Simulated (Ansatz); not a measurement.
Si₅B⁻, relaxed as a singlet with RKS PBE-D4/def2-SVPD in Ansatz, starting from the GFN2-xTB geometry. Force threshold 0.02 eV/Å.

The restricted singlet is unstable towards broken spin symmetry in Hartree–Fock (as tested in another run); at PBE-D4/def2-SVPD this wasn't settled. The structure comes from a short search, and lower isomers may exist.

Start:

```xyz
6

B     1.184    2.511    0.062
Si   -2.652   -3.778   -1.034
Si    0.287   -1.313    0.949
Si    0.730    0.789    0.407
Si    1.696    4.234   -0.227
Si   -1.244   -2.443   -0.157
```

Task: Estimate the energy that the relaxation releases and the steps that it takes.

Result: 358.2 kJ/mol, in 40 steps; 52 s on 4 threads of Arm Neoverse V2 on a shared host. No frequencies were taken in this run, so the end may be a saddle point.

Task: Does the start keep its bonding?

Result: Bonds formed: B1–Si2, Si2–Si5, Si4–Si6 (atoms count from 1).

Task: Predict the relaxed structure.

Result: 
```xyz
6

B     0.585    1.276   -0.301
Si   -1.178    0.341   -0.947
Si    0.897   -2.472    1.258
Si    1.182   -0.433    0.344
Si   -0.395    2.565   -1.270
Si   -1.090   -1.276    0.917
```
Bond lengths: 5 × Si–Si 2.25 to 2.49 Å; 3 × B–Si 1.89 to 2.10 Å.
